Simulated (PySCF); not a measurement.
Electron correlation in Be²⁺ (beryllium, charge +2)

1s2, closed-shell 1S. All numbers are calculated (PySCF 2.14, the non-relativistic Hamiltonian (point nucleus), in cc-pVTZ). Frozen: nothing; 2 electrons correlated.

Total MP2 correlation energy: -4.32 mhartree.

Same-spin part 0.00 and opposite-spin part -4.32 mhartree; SCS-MP2 scales them by 1/3 and 6/5 to -5.18 mhartree.

With two correlated electrons CCSD is exact within the correlated space (frozen core and kept virtual orbitals).

| level | correlation energy (mhartree) |
| --- | --- |
| CCSD | -4.52 |

Diagnostics: T1 = 0.00095, D1 = 0.0013, largest double amplitude 0.012.

Is a single reference adequate?

Yes: T1 lies below 0.03 and no double amplitude reaches 0.07.
